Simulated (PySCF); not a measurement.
Si5H12.
Z-matrix (Å and degrees, PBE0-D3(BJ)/def2-SVP geometry), rows numbered from 1:
```
Si
Si  1  2.3448
Si  2  2.3450  1  109.53
Si  3  2.3439  2  109.64  1  -177.71
Si  3  2.3440  2  108.70  1   -57.59
H   1  1.4955  2  109.43  3    59.38
H   1  1.4953  2  111.61  3   179.83
H   1  1.4954  2  109.45  3   -59.53
H   2  1.4973  1  110.15  3   121.55
H   2  1.4977  1  109.65  3  -119.02
H   3  1.4994  2  109.16  1    61.65
H   4  1.4952  3  110.49  2   -59.41
H   4  1.4956  3  108.70  2    59.86
H   4  1.4955  3  111.18  2   179.50
H   5  1.4953  3  110.64  2  -178.43
H   5  1.4955  3  109.09  2   -58.81
H   5  1.4952  3  110.69  2    60.79
```

Computed, not measured: PySCF 2.14.0, PBE0-D3(BJ)/def2-SVP geometry optimisation, gas phase.

Masses are those of the commonest isotopes; rigid-rotor values at the optimised geometry. The values belong to one conformer with, in the numbering `[SiH3:1][SiH2:2][SiH:3]([SiH3:4])[SiH3:5]`, Si1–Si2–Si3–Si4 -178°.

**Question.** Give the principal moments of inertia and the rotational constants in cm⁻¹.

**Answer.** Ia = 276.08, Ib = 644.58, Ic = 856.76 u·Å²; 505379 MHz·u·Å²/I gives 1831, 784.0 and 589.9 MHz, that is A = 0.06106, B = 0.02615, C = 0.01968 cm⁻¹.

**Question.** Classify the top.

**Answer.** An asymmetric top: κ = (2 × 784.0 − 1831 − 589.9)/(1831 − 589.9) = -0.69.

**Question.** What does the inertial defect say?

**Answer.** Not planar: Δ = Ic − Ia − Ib = -63.90 u·Å². For a rigid frame Δ = −2 Σ m c², so Σ m c² = 31.95 u·Å² lies off the ab plane: 16.81 from hydrogen and 15.14 from heavier atoms. The atom farthest from that plane is 2.05 Å away.

**Question.** Give the coordinates in the principal-axis frame, origin at the centre of mass.

**Answer.** The sense of each axis is arbitrary; atoms in the order of the calculation.
```csv
atom,mass (u),a (Å),b (Å),c (Å)
Si1,27.977,3.080,-0.045,-0.149
Si2,27.977,1.083,-1.148,0.394
Si3,27.977,-0.729,-0.002,-0.556
Si4,27.977,-2.733,-1.051,0.057
Si5,27.977,-0.714,2.207,0.226
H6,1.008,3.032,1.356,0.372
H7,1.008,4.268,-0.737,0.439
H8,1.008,3.234,0.003,-1.635
H9,1.008,1.123,-2.561,-0.100
H10,1.008,0.907,-1.168,1.882
H11,1.008,-0.583,-0.003,-2.048
H12,1.008,-2.745,-2.472,-0.411
H13,1.008,-2.846,-1.035,1.548
H14,1.008,-3.914,-0.340,-0.522
H15,1.008,-1.877,2.969,-0.325
H16,1.008,-0.808,2.198,1.719
H17,1.008,0.550,2.900,-0.171
```

The dipole components are |μa| = 0.00 D, |μb| = 0.06 D, |μc| = 0.07 D.

**Question.** Estimate the classical rotational partition function at 100 K, 200 K and 500 K.

**Answer.** Point group C1, symmetry number σ = 1; q = (√π/σ)·√((kT/h)³/(ABC)), k/h = 20836.6 MHz/K: 183000 at 100 K, 518000 at 200 K, 2050000 at 500 K.

PBE0-D3(BJ)/def2-SVP frequencies: not computed here. Zero-point vibration and centrifugal distortion are left out. A rigid rotor knows nothing of internal rotation, which can split or shift real lines.

The run took 72 s on one thread of an Arm Neoverse V1, shared host. This is the geometry optimisation.
